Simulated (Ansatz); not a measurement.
`C[CH2][Ge][Cl]` + CH₃OH → `C[CH2][Ge][O]C` + HCl at 400 K and 1 bar (ligand exchange at a Ge–Cl bond).

Isolated molecules relaxed with PBE0-D4/def2-TZVP in Ansatz; ΔE leaves out vibrations. CCSD(T)/CBS is the MP2 limit (def2-TZVPP, def2-QZVPP) plus CCSD(T) − MP2 in def2-TZVPP, frozen cores. This one scheme is used for every species. For Ge outer-core shells are correlated without core-valence functions, which leaves a few kJ/mol of doubt a bond. Scalar relativity is left out up to krypton. Each species was taken in one conformer, which may not be the lowest.

```tsv
species	CCSD(T)/CBS energy (Eh)	H − E (kJ/mol)	S (J/(mol·K))
`C[CH2][Ge][Cl]`	-2615.03092	200.0	373.8
CH₃OH	-115.61712	151.2	252.6
`C[CH2][Ge][O]C`	-2270.25348	314.7	410.7
HCl	-460.38127	29.6	195.4
```

H − E and S are ideal-gas, rigid-rotor, harmonic terms from PBE0-D4/def2-TZVP, for one conformer and one mirror image of each species. 1 Eh = 2625.50 kJ/mol, R = 8.31446 J/(mol·K).

By hand: ΔE, ΔH, ΔS and ΔG.

ΔE = (-2270.25348) + (-460.38127) − (-2615.03092) − (-115.61712) = 0.01329 Eh = 34.9 kJ/mol. Δ(H − E) = 314.7 + 29.6 − 200.0 − 151.2 = -6.9, so ΔH = 28.0 kJ/mol. ΔS = 410.7 + 195.4 − 373.8 − 252.6 = -20.3 J/(mol·K). ΔG = 28.0 − 400 × (-20.3)/1000 = 36.1 kJ/mol.

By hand: the equilibrium constant, and the temperature at which ΔG would vanish if ΔH and ΔS stayed fixed.

log₁₀ K = −ΔG/(RT ln 10) = -4.7. ΔH and −TΔS have one sign here, so there is no such temperature.

ΔH outweighs TΔS. A doubt of 5 kJ/mol in ΔE shifts log₁₀ K by 0.7 here. Other conformers and mirror images would add mixing entropy, several J/(mol·K) or more a flexible species. Modes under 60 cm⁻¹, often nearly free rotors, make the harmonic entropy too high. These are equilibria of isolated gas molecules and say nothing of rates. Largest T1 diagnostic: 0.014 (customary marks: 0.02 for closed shells, 0.045 for open ones).
